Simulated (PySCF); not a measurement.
H4BF3Si2, SMILES B[SiH2][Si](F)(F)F, singlet, PBE0/def2-SVP optimised geometry.

```
10

B      1.54    -1.34    -1.71
Si     1.28    -0.33     0.00
Si    -1.06    -0.33     0.00
F     -1.72     1.14     0.00
F     -1.71    -1.14     1.23
F     -1.57    -1.06    -1.35
H      1.56    -2.55    -1.70
H      1.59    -0.76    -2.76
H      1.72     1.10     0.00
H      1.72    -1.01     1.25
```

Density from PBE0/def2-TZVP (PySCF) at that geometry.

Minimum of the electron density along straight lines between bonded atoms, close to the bond critical point (lines longer than 1.1 times the sum of covalent radii, or with two minima, are not listed):

```csv
bond,length / Å,ρ at the minimum / e bohr⁻³,∇²ρ there / e bohr⁻⁵,position (fraction from the first atom)
B1–Si2,2.002,0.112,-0.04,0.61
Si2–Si3,2.338,0.091,-0.08,0.36
Si3–F4,1.607,0.138,0.96,0.42
Si3–F5,1.607,0.138,0.96,0.42
Si3–F6,1.616,0.135,0.91,0.42
B1–H7,1.206,0.183,-0.42,0.44
B1–H8,1.206,0.183,-0.42,0.44
Si2–H9,1.493,0.118,0.16,0.49
Si2–H10,1.493,0.118,0.16,0.49
```
